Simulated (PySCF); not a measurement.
Compound: C₃H₅BF₂.
Atom-mapped SMILES: `[F:1][B:2]([F:3])[CH:4]1[CH2:5][CH2:6]1`

Geometry (PBE0-D3(BJ)/def2-SVP, Å), atoms numbered from 1 in this order:
```
atom  x, y, z in Å
F1     2.7738   -0.2702   -0.3177
B2     1.5980    0.1473    0.1191
F3     1.6227    1.0689    1.0719
C4     0.2600   -0.3842   -0.4220
C5    -0.9244    0.5683   -0.4429
C6    -0.8941   -0.5211    0.5592
H7     0.3027   -1.1250   -1.2251
H8    -1.6124    0.4813   -1.2874
H9    -0.7547    1.5923   -0.0998
H10   -0.7039   -0.2605    1.6038
H11   -1.5587   -1.3773    0.4197
```

Definitions: NICS(0) = −σiso at the ring centroid; NICS(1) = −σiso and NICS(1)zz = −σzz at ±1 Å along the ring normal z. Level: GIAO PBE0/pcSseg-1 (PySCF, non-relativistic, gas phase) on the PBE0-D3(BJ)/def2-SVP geometry, one conformer.

Ring bond lengths (Å), with Mayer bond orders in brackets: C4–C5 1.520 (0.92), C5–C6 1.481 (0.99), C6–C4 1.521 (0.92).

Q: What do the NICS probes read (ppm)?

A: 
| ring | type | NICS(0) | NICS(1), two faces | NICS(1)zz, two faces | rms pucker (Å) | centre to ring atoms, mean (Å) |
| --- | --- | --- | --- | --- | --- | --- |
| C4–C5–C6 | 3-membered carbocycle; formal bonds all single | -45.4 | -8.9 / -8.6 | -26.5 / -24.6 | 0.00 | 0.87 |

Q: What can be read from them?

A: 
- C4–C5–C6: mean NICS(1)zz -25.6 ppm, shielded. C4, C5, C6 have four or more neighbours, and the NICS criterion for π rings isn't applied. NICS(0) lies 37 ppm below the mean NICS(1).

Q: List the ring angles and the Hirshfeld charges of the ring atoms.

A: 
- C4–C5–C6: C4 58.3° (-0.129 e), C5 60.9° (-0.077 e), C6 60.8° (-0.076 e); sum 180.0° against 180° for a flat convex ring.

Q: How shielded are the nuclei of the rings and their hydrogens (means over atoms taken as equivalent)?

A: 
```tsv
atoms	environment	σ isotropic (ppm)
C4	sp3 carbon bound to boron	190.5
C5 (×2)	three-membered-ring carbon	177.1
H7	methine hydrogen	31.38
H8 (×2)	methylene hydrogen	30.49
H9 (×2)	methylene hydrogen	30.57
```

Q: How do the values depend on the level or the medium?

A: 
```json
{"level": "PBE0/pcSseg-1, gas", "NICS(0), C4–C5–C6": "-45.4", "mean NICS(1)zz, C4–C5–C6": "-25.6"}
{"level": "wB97X-D/pcSseg-2, gas", "NICS(0), C4–C5–C6": "-46.1", "mean NICS(1)zz, C4–C5–C6": "-26.7"}
```

The geometry is the same throughout.
